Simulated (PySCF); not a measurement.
**Structure from 2D NMR**

Compound of formula C6H9FSi. Correlations simulated from computed shifts and the bond graph:

HSQC (one-bond C–H):
```
  δH    δC
2.92  29.4
1.69  22.8
1.56   7.9
1.40  78.1
1.38  26.5
1.15   7.9
```

COSY cross peaks (H two or three bonds apart, from the bond graph; peaks can be absent where the dihedral angle is near 90°):
```
  δH    δH
5.28  1.69
5.28  1.56
5.28  1.15
2.92  1.69
2.92  1.38
1.69  1.56
1.69  1.15
1.56  1.15
```

HMBC (two and three bonds, from the bond graph):
```
  δH                           δC
5.28              29.4, 22.8, 7.9
2.92  92.3, 78.1, 26.5, 22.8, 7.9
1.69        92.3, 29.4, 26.5, 7.9
1.56                   29.4, 22.8
1.40                   92.3, 29.4
1.38             92.3, 29.4, 22.8
1.15                   29.4, 22.8
```

Carbons without hydrogens: δ 92.3.

[PySCF 2.14: NMR shieldings at PBE0/pcSseg-1/GIAO; GFN2-xTB geometry; one computed conformer; gas phase; averaged over atoms made equivalent by symmetry, fast rotation or ring inversion; no relativistic terms]

δ = σ(ref) − σ, references computed at the same level: $^{1}$H (31.72 ppm) and $^{13}$C (186.93 ppm) against TMS.

Exchangeable hydrogens are left out of these lists.

**Question.** Work out the connectivity.

**Answer.** `C[C@H](C#C)[C@@H]1C[Si@H]1F`.

Numbering as in the mapped SMILES `[CH:1]#[C:2][C@@H:3]([CH3:4])[C@@H:5]1[CH2:6][Si@H:7]1[F:8]` (H(Xn): hydrogen on atom n). Ha(C6) is cis to C3 on the ring; Hb(C6) is trans to C3 on the ring.

1. δC 92.3 is C2, an alkyne carbon.
2. δC 78.1 is C1, a terminal alkyne carbon (δH 1.40).
3. δC 29.4 is C3, a propargylic sp3 CH (δH 2.92).
4. δC 26.5 is C4, a methyl carbon (δH 1.38).
5. δC 22.8 is C5, a three-membered-ring carbon (δH 1.69).
6. δC 7.9 is C6, a three-membered-ring carbon (δH 1.15, 1.56).
7. HMBC from δH 2.92 reaches the proton-free carbon C2.
8. HMBC from δH 1.69 reaches the proton-free carbon C2.
9. HMBC from δH 1.40 reaches the proton-free carbon C2.
10. HMBC from δH 1.38 reaches the proton-free carbon C2.
11. COSY links 5.28–1.69, 5.28–1.56, 5.28–1.15, 2.92–1.69, 2.92–1.38, 1.69–1.56.

This is the structure that produced the data.

Shifts are as computed. Against solution values, carbons near 30 ppm lie about +3 ppm off and those near 130 ppm about +5 ppm. Of 1309 compounds with measured shifts, 239 miss one by over three times the rms of a fit or turn the order of signals round; such compounds aren't used in these exercises.
